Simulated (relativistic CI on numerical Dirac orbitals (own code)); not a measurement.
## Re2+: L2,3 absorption edge

Computed with this model: Dirac-Coulomb-Breit CI, KLI orbitals optimised for each configuration, model QED (radiative potential, 1s self-energy scaled to tabulated hydrogen-like ionisation energies), multiplet model of core-to-valence dipole absorption, unscaled Slater integrals; configurations [Xe] 4f14 5d5 → [He] 2s2 2p5 3s2 3p6 3d10 4s2 4p6 4d10 4f14 5s2 5p6 5d6; 300 K; Lorentzian 5 eV and Gaussian 1 eV FWHM. Energies are those of the free ion, without screening or charge transfer. The branching ratio is the share of the lower-energy edge in the whole absorption, uncertain by about 0.02 where the edges overlap. S is read from ⟨S²⟩ = S(S + 1).

Field parameters in Wybourne normalisation: Td as Oh with Dq negative (B⁴₀ = 21Dq, B⁴₄ = √(5/14) B⁴₀). The field is a parameter set, without covalency.

free ion: ground-state S = 2.46, centroid 10867.82 eV, branching ratio 0.766. Peaks (eV, height): 10535.0 (100), 11959.5 (30).

Td, 10Dq = -14800 cm⁻¹: ground-state S = 2.37, centroid 10825.90 eV, branching ratio 0.796. Peaks (eV, height): 10535.0 (100), 11959.5 (26).

Td, 10Dq = -17900 cm⁻¹: ground-state S = 1.99, centroid 10757.74 eV, branching ratio 0.843. Peaks (eV, height): 10534.5 (100), 11959.5 (19).

The statistical ratio of this edge is 2/3 = 0.667. Values above it arise where the holes sit mainly in the j = l + 1/2 valence subshell or the ground state has high spin; values below it where core-valence Coulomb terms move weight to the upper edge, as in nearly empty shells. At deep edges of heavy elements the radial integrals of the two core levels differ, which raises the baseline.

Strongest unbroadened transitions for free ion:

| Energy (eV) | Relative strength |
| --- | --- |
| 10534.66 | 12.1 |
| 10534.80 | 99.7 |
| 10535.06 | 1.1 |
| 10535.07 | 100.0 |
| 10535.24 | 79.0 |
| 10535.27 | 1.5 |
| 10535.38 | 5.3 |
| 10535.42 | 0.4 |
| 10536.50 | 0.9 |
| 10536.85 | 0.5 |
| 10537.00 | 0.8 |
| 11959.03 | 51.6 |
| 11959.40 | 11.8 |
| 11959.55 | 2.0 |
| 11959.57 | 13.4 |
| 11959.67 | 9.1 |
| 11959.83 | 2.8 |
| 11961.01 | 0.7 |
